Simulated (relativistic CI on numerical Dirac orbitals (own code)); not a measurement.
## Radial parameters of Au LXXV

Calculated at this level of theory: Dirac-Coulomb-Breit CI, KLI orbitals optimised for each configuration, model QED (radiative potential, 1s self-energy scaled to tabulated hydrogen-like ionisation energies), unscaled Slater integrals (own radial code, finite nucleus).

Slater integrals F^k, G^k are unscaled and averaged over j, outside the closed core 1s2; ζ comes from projecting the Hamiltonian with its Breit term on Σ l·s of the shell.

- 2s2.2p: ζ(2p) = 1.0664e+07 cm⁻¹; <r>(2p) = 0.06065, <r^2>(2p) = 0.004498 (bohr units).
- 2s.2p2: F^2(2p,2p) = 1.5397e+06, G^1(2s,2p) = 1.664e+06, ζ(2p) = 1.0643e+07 cm⁻¹; <r>(2s) = 0.06788, <r^2>(2s) = 0.005494, <r>(2p) = 0.06068, <r^2>(2p) = 0.004501 (bohr units).
- 2p3: F^2(2p,2p) = 1.5381e+06, ζ(2p) = 1.0623e+07 cm⁻¹; <r>(2p) = 0.06074, <r^2>(2p) = 0.00451 (bohr units).

Averages of the first 10 configurations, taken without configuration mixing, which lowers the lowest level and can move excited configurations by several eV; other configurations of the list can lie among them:

| Configuration | Parity | States | Average energy above the lowest level (eV) |
| --- | --- | --- | --- |
| 2s2.2p | odd | 6 | 1326.1 |
| 2s.2p2 | even | 30 | 2925.7 |
| 2p3 | odd | 20 | 4594.2 |
| 2p2.3s | even | 30 | 15607.2 |
| 2s2.3s | even | 2 | 12417.4 |
| 2p2.3p | odd | 90 | 16081.7 |
| 2p2.3d | even | 150 | 16430.4 |
| 2s2.3p | odd | 6 | 12905.7 |
| 2s2.3d | even | 10 | 13254.0 |
| 2s.2p.3s | odd | 24 | 13977.7 |
